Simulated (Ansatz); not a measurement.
Reactions of `CC1C[SiH2]O1`.

Gas-phase electronic energies from Ansatz, PBE0-D4/def2-TZVP geometries. CCSD(T)/CBS adds triple-zeta CCSD(T) − MP2 to the extrapolated MP2 energy (def2 sets, frozen cores). This one scheme is used for every species, atoms too. For atomizations the MP2-based limit and the directly extrapolated one differ by several kJ/mol either way, and by 10 to 25 for some Ge, Se and Sn compounds, so smaller differences from it don't rank the levels. Functionals use def2-TZVPP. Open shells (•) are unrestricted, without spin–orbit coupling. Spin–orbit coupling would lower the free atoms: a little for C, O, Si. For Br, Mg outer-core shells are correlated without core-valence functions, so the limit isn't a true one: a few kJ/mol of doubt a bond, and 10 to 20 or more in all where bonds break to atoms. Scalar relativity is left out up to krypton. Each species was taken in one conformer, which may not be the lowest.

```csv
reaction,ωB97X-V (kJ/mol),B2PLYP (kJ/mol),HF/CBS(def2) (kJ/mol),CCSD(T)/CBS(def2) (kJ/mol)
`CC1C[SiH2]O1` → `O[SiH]1CCC1`,-55,-58,-49,-62
`CC1C[SiH2]O1` → 3 C• + 8 H• + O• + Si•,5047,4972,3737,5031
`CC1C[SiH2]O1` → `C/C=C(\O)[SiH3]`,134,120,124,127
`CC1C[SiH2]O1` → `CC(C)[Si]O`,39,24,42,23
`CC1C[SiH2]O1` → `C=CCO[SiH3]`,70,51,28,60
`CC1C[SiH2]O1` + `[OH][Mg][Br]` → `C[O][Mg][Br]` + `C1C[SiH2]O1`,74,72,61,80
`CC1C[SiH2]O1` + H₂ → `C1C[SiH2]O1` + CH₄,-49,-55,-69,-47
`CC1C[SiH2]O1` → `C1C[SiH2]O1` + `[CH2]` (triplet),466,444,305,456
`CC1C[SiH2]O1` → `CC1OC[SiH2]1`,171,174,187,177
`CC1C[SiH2]O1` → `CC(C)O[SiH]`,88,73,76,78
```

Largest T1 diagnostic: 0.014, for `CC(C)O[SiH]`.
